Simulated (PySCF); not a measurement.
## Ionisation energy of Ce³⁰⁺ by level of theory

Ce³⁰⁺ [Ar] 3d10 (1S) → Ce³¹⁺ [Ar] 3d9 (2D), as a difference of total energies. Computed with PySCF 2.14 in an even-tempered Gaussian basis (17 s from 4.4 bohr⁻², ratio 2.5; 11 p from 5.7 bohr⁻², ratio 2.5; 8 d from 5.7 bohr⁻², ratio 2.5; 4 f from 27 bohr⁻², ratio 2.7; 3 g from 41 bohr⁻², ratio 2.7), with the non-relativistic Hamiltonian (point nucleus). Correlated levels: outer shells: [Ne] frozen; virtual orbitals above 40 to 60 times the deepest correlated orbital energy dropped. The calculations carry no spin-orbit coupling.

| method | ionisation energy (eV) |
| --- | --- |
| UHF | 1920.1 |
| LDA | 1919.4 |
| PBE | 1918.6 |
| PBE0 | 1919.6 |
| r2SCAN | 1919.8 |
| MP2 (outer shells) | 1921.8 |
| SCS-MP2 (outer shells) | 1921.5 |

Estimate what B97-3 gives.

1920.1 eV, closest to UHF among the rows shown.

Estimate what r2SCAN0 gives.

1920.4 eV, closest to UHF among the rows shown.

A first-order spin-orbit estimate (lowest level to lowest level, LS coupling) adds -7.624 eV.

All relativistic terms are absent from these numbers, so their closeness to the reference says little about the methods.

For comparison: 1908 ± 4 eV (theoretical estimate listed by NIST; NIST Atomic Spectra Database, ionization energies).
